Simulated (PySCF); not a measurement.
# C2H7BO: 4 charge schemes on one density

C₂H₇BO.
Z-matrix (Å and degrees, PBE0-D3(BJ)/def2-SVP geometry), rows numbered from 1:
```
B 
C   1  1.5519
O   2  1.3938  1  115.07
C   3  1.3910  2  113.78  1  -177.31
H   1  1.2070  2  122.19  3     3.80
H   1  1.2099  2  117.71  3  -177.76
H   2  1.1208  1  105.13  3  -123.47
H   2  1.1162  1  108.96  3   126.80
H   4  1.1093  3  112.13  2   -60.35
H   4  1.1095  3  112.12  2    60.79
H   4  1.0993  3  108.10  2  -179.80
```

The species is `BCOC` (C2H7BO).

Density: PBE0/pcSseg-1 (PySCF); schemes: Mulliken, IAO, Hirshfeld and ESP-fitted. The structure is a single PBE0-D3(BJ)/def2-SVP conformer in the gas phase; no vibrational or solvent corrections.

Task: Atoms with like bonding are taken together and averaged. For which atoms does the sign change between the 4 schemes (beyond +0.03 e in one, beyond −0.03 e in another)?

Result: C2. Atomic charges aren't observables, and each scheme defines them in its own way.

Task: Which atoms carry the highest charge in the Mulliken, IAO, Hirshfeld and ESP-fitted schemes?

Result: The schemes don't all agree: Mulliken B1 (+0.171); IAO H7/H8 (+0.136); Hirshfeld B1 (+0.164); ESP-fitted B1 (+0.354).

Task: Do the Mulliken, IAO, Hirshfeld and ESP-fitted schemes agree on where the charge is lowest?

Result: All schemes agree: Mulliken O3 (-0.494); IAO O3 (-0.374); Hirshfeld O3 (-0.144); ESP-fitted O3 (-0.384).

Task: Tabulate the Mulliken, IAO, Hirshfeld and ESP-fitted charges.

Result: In e; atoms taken as equivalent share a row and are averaged (×n: the atom named and its like, n in all):

```csv
atom,environment,Mulliken,IAO,Hirshfeld,ESP-fitted
B1,three-coordinate boron,+0.171,+0.084,+0.164,+0.354
C2,sp3 carbon bound to oxygen,-0.141,-0.199,-0.068,+0.147
O3,ether oxygen,-0.494,-0.374,-0.144,-0.384
C4,methoxy carbon,-0.041,-0.191,-0.041,-0.084
H5/H6,B–H hydrogen,-0.006,+0.014,-0.054,-0.148
H7/H8,methylene hydrogen,+0.112,+0.136,+0.042,+0.016
H9/H10/H11,methyl hydrogen,+0.098,+0.126,+0.038,+0.077
```

Mean size of the charges over all atoms: ESP-fitted 0.139 e, IAO 0.139 e, Mulliken 0.127 e, Hirshfeld 0.066 e. Each set sums to the total charge, 0, to within 0.001 e. The ESP scheme fits charges at the nuclei, held to the total charge, to the electrostatic potential on points at 1.4 to 2.0 times the van der Waals radii. The IAO scheme projects the occupied orbitals on a minimal set of polarised atomic orbitals and counts the electrons in each atom's part of it.

Some averages cover members that differ in this geometry: H9/H10/H11, ESP-fitted +0.061 to +0.107; H9/H10/H11, IAO +0.113 to +0.153; H9/H10/H11, Mulliken +0.085 to +0.122; H5/H6, Mulliken -0.022 to +0.010 e.

Task: Sum the charges by element, for elements with more than one atom.

Result: 
```json
{"element": "C", "atoms": "2", "Mulliken": "-0.182", "IAO": "-0.390", "Hirshfeld": "-0.108", "ESP-fitted": "+0.063"}
{"element": "H", "atoms": "7", "Mulliken": "+0.506", "IAO": "+0.680", "Hirshfeld": "+0.089", "ESP-fitted": "-0.033"}
```

Task: How closely do the schemes follow one another over all atoms?

Result: Correlation coefficient and root-mean-square difference: Mulliken with IAO 0.92, 0.069 e; Mulliken with Hirshfeld 0.86, 0.118 e; Hirshfeld with ESP-fitted 0.85, 0.123 e; IAO with Hirshfeld 0.78, 0.117 e; Mulliken with ESP-fitted 0.73, 0.132 e; IAO with ESP-fitted 0.57, 0.163 e.
